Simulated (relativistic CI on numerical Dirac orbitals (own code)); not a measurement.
**Ba³⁺: calculation against measurement**

Computed by Dirac-Coulomb-Breit CI, KLI orbitals optimised for each configuration, model QED, valence Slater integrals scaled by 0.85, P86 correlation estimate, and configurations built on the next ion tied to the tabulated ionisation energy (semi-empirical) (own radial code, finite nucleus).

CI space (outside the closed core [Kr] 4d10): 5s²5p⁵, 5s²5p⁴5d, 5s²5p⁴6s, 5s²5p⁴6p, 5s²5p⁴6d, 5s²5p⁴7s, 5s²5p⁴5f, 5s²5p⁴6f, 5s5p⁶, 5s²5p³5d², 5s²5p³4f², 5s²5p⁴4f, 5s5p⁵5d, 5s²5p³4f5d, 5s5p⁵5f, 5s²5p³5f², 5s²5p⁴7p, 5p⁵5d², 5p⁵4f², 5s²5p⁴5g, 5s²5p⁴7d, 5s5p⁵4f, 5s²5p⁴7f, 5s5p⁵6p. Levels of other configurations are missing.

| Configuration | Term (tabulated) | J | Measured (cm⁻¹) | Computed | Error | Purity (%) |
| --- | --- | --- | --- | --- | --- | --- |
| 5s²5p⁵ | 2P° | 3/2 | 0.0 | 0 | 0 | 97 |
| 5s²5p⁵ | 2P° | 1/2 | 17549.5 | 17312 | -237 | 97 |
| 5s²5p⁴5d | 4D | 5/2 | 143961.9 | 142908 | -1053 | 77 |
| 5s²5p⁴5d | 4D | 3/2 | 144586.0 | 143664 | -922 | 68 |
| 5s²5p⁴5d | 2P | 1/2 | 158463.5 | 158444 | -19 | 61 |
| 5s²5p⁴5d | 4P | 1/2 | 159674.5 | 159348 | -327 | 84 |
| 5s²5p⁴5d | 4F | 5/2 | 161782.5 | 160938 | -845 | 82 |
| 5s²5p⁴5d | 4F | 3/2 | 162595.1 | 161861 | -734 | 71 |
| 5s²5p⁴5d | 4P | 5/2 | 163808.5 | 163166 | -642 | 56 |
| 5s²5p⁴5d | 2F | 5/2 | 172999.0 | 172879 | -120 | 68 |
| 5s²5p⁴5d | 2F | 5/2 | 178670.3 | 178977 | 307 | 67 |
| 5s²5p⁴5d | 2P | 1/2 | 200573.0 | 204884 | 4311 | 75 |

Measured levels from Sansonetti and Curry, J. Phys. Chem. Ref. Data 39, 043103 (2010); pairs were made by configuration, J and term (by order where the table uses no LS term), so strongly mixed levels may be paired wrongly.

Mean error by configuration (cm⁻¹): 5s²5p⁵ -237; 5s²5p⁴5d -4. Over the excited levels the mean absolute error is 865 cm⁻¹ (11 of the 25 excited levels that our extract of the source holds in range could be paired, and the others can miss by more), and the median relative error of those above 1,000 cm⁻¹ is 0.45 %.
